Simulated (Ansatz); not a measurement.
Relaxation of AlClH₄N₂ (8 atoms, charge 0, multiplicity 1), to a largest force component of 0.015 eV/Å in at most 40 steps.

Theory: Ansatz, RKS r2SCAN-D4/def2-SVP.

```xyz
8
Properties=species:S:1:pos:R:3:forces:R:3
N -0.215 1.668 -0.158 -2.94 -0.20 -0.77
Al -0.201 -0.195 -0.301 0.61 0.10 0.72
N 0.746 -1.203 0.979 1.75 1.30 -1.73
Cl -1.175 -1.214 -1.951 0.33 0.42 0.62
H -0.882 2.040 -0.958 1.72 -0.71 1.88
H -0.745 1.953 0.728 1.04 -0.34 -1.31
H 1.806 -0.917 0.911 -2.46 -0.56 0.39
H 0.759 -2.188 0.694 -0.05 -0.01 0.21
```

Where does it end, and by what steps?

The run converged. After 7 steps the energy has fallen by 0.846 eV; H7 moved furthest, 0.71 Å.

```csv
step,energy less start (eV),largest force component (eV/Å),accepted
0,0.0000,2.939,yes
1,-0.4121,1.773,yes
2,-0.7352,0.701,yes
3,-0.8104,0.456,yes
4,-0.8425,0.144,yes
5,-0.8439,0.167,yes
6,-0.8457,0.025,yes
7,-0.8458,0.003,yes
```

```xyz
8
Properties=species:S:1:pos:R:3
N -0.495 1.494 -0.174
Al -0.218 -0.237 -0.378
N 0.834 -1.191 0.672
Cl -1.199 -1.223 -1.966
H -1.096 2.046 -0.777
H -0.094 2.087 0.545
H 1.367 -0.846 1.463
H 0.993 -2.187 0.559
```

Run time: 10 s on 2 threads of Intel(R) Xeon(R) 6975P-C (Granite Rapids), on a shared host, peak memory 0.16 GiB.
